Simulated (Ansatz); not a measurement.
Program: Ansatz. Geometries: PBE0-D4/def2-TZVP. ΔE: electronic, gas phase. CCSD(T)/CBS is the MP2 limit (def2-TZVPP, def2-QZVPP) plus CCSD(T) − MP2 in def2-TZVPP, frozen cores. Double bonds are as drawn, so ΔE can hold a change between cis and trans. DFT in def2-TZVPP. B3LYP here is the variant with VWN-RPA as its local correlation; programs differ in this. For Ge outer-core shells are correlated without core-valence functions, which leaves a few kJ/mol of doubt a bond. Scalar relativity is left out up to krypton. One conformer a species, not always the lowest.

Reaction (redistribution): `[OH][GeH2][SiH2][SiH3]` + `O[SiH2]/C=C/Cl` → `O[SiH2]/C=[CH]\[GeH2][OH]` + `[SiH3][SiH2]Cl`

| level | ΔE (kcal/mol) |
| --- | --- |
| PBE0-D4 | -24.0 |
| B3LYP-D4 | -25.9 |
| ωB97M-V | -27.9 |
| PBE | -20.9 |
| MP2/def2-TZVPP | -28.9 |
| SCS-MP2/def2-TZVPP | -28.9 |
| MP2/CBS(def2) | -29.5 |
| CCSD/CBS(def2) | -28.8 |

(1) What does CCSD(T)/CBS give? (An estimate is asked.)

Largest T1 diagnostic among the species: 0.013.

Results:

(1) Computed: -28.1 kcal/mol. The listed levels differ from it by 4.1, 2.2, 0.2, 7.2, -0.8, -0.8, -1.4, -0.7 kcal/mol.

From PBE to PBE0 (25 % exact exchange), in def2-TZVPP and without D4, ΔE moves by −2.5 kcal/mol. The D4 term adds −1.2 kcal/mol with B3LYP and −0.6 kcal/mol with PBE0; it sums over pairs of atoms, weighted by their polarisabilities, and B3LYP, whose exchange is more repulsive, gets the larger term.
